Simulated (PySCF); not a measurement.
**Spinor energies of Cs²⁴⁺ (caesium, charge +24)**

Start: [Ar] 3d10 4s2 4p1; 4p1/2 filled at m_j = +1/2. Calculated with PySCF 2.14 in an uncontracted even-tempered set (17 s from 1.8 bohr⁻², ratio 2.8; 13 p from 2.3 bohr⁻², ratio 2.8; 8 d from 4.2 bohr⁻², ratio 2.8; 4 f from 11 bohr⁻², ratio 3): generalised Hartree-Fock with the X2C-1e Hamiltonian and a Gaussian nucleus; one run each with spin-orbit coupling (SO) switched off, then screened by Boettger's factors.

```
spinor shell  electrons  ε, spin-free (eV)  ε, screened SO (eV)  weight of nominal j (screened SO)  rms radius, screened SO (bohr)
       1s1/2          2           -36920.2             -36915.3                              1.000                          0.0298
       2s1/2          2            -6519.8              -6517.8                              1.000                           0.121
       2p1/2          2            -5920.2              -6166.7                              1.000                           0.104
       2p3/2          4            -5920.2              -5809.1                              1.000                           0.110
       3s1/2          2            -1946.7              -1945.7                              1.000                           0.314
       3p1/2          2            -1747.5              -1797.9                              1.000                           0.306
       3p3/2          4            -1747.5              -1723.9                              1.000                           0.318
       3d3/2          4            -1463.2              -1471.8                              1.000                           0.288
       4s1/2          2            -837.71              -837.30                              0.999                           0.680
       4p1/2          1            -774.75              -788.44                              1.000                           0.687
```

Question: Where does 3d5/2 lie, and what is the 3d spin-orbit splitting (screened SO)?

Answer: At -1456.1 eV, 15.707 eV above 3d3/2.

```json
{"quantity": "E (hartree)", "spin-free": "-7513.15666", "screened SO": "-7516.31414"}
{"quantity": "M_J", "spin-free": "1/2", "screened SO": "1/2"}
{"quantity": "⟨J²⟩", "spin-free": "1.093", "screened SO": "0.753"}
{"quantity": "⟨L²⟩", "spin-free": "2.009", "screened SO": "2.023"}
{"quantity": "⟨S²⟩", "spin-free": "0.753", "screened SO": "0.768"}
```

Each row is a mean over spinors that exchange with the open shell spreads, by up to 4.156 eV (3p1/2).

Breit and QED terms are absent; they matter most for the inner s and p1/2 levels.

Densities and radii are taken from the X2C orbitals without a picture-change correction, which distorts them close to the nucleus.

Without spin-orbit coupling the j labels of p, d and f shells carry no meaning; the spin-free column gives the mean over the occupied spinors of each nl shell, and its ⟨J²⟩ belongs to a mixture of degenerate components.
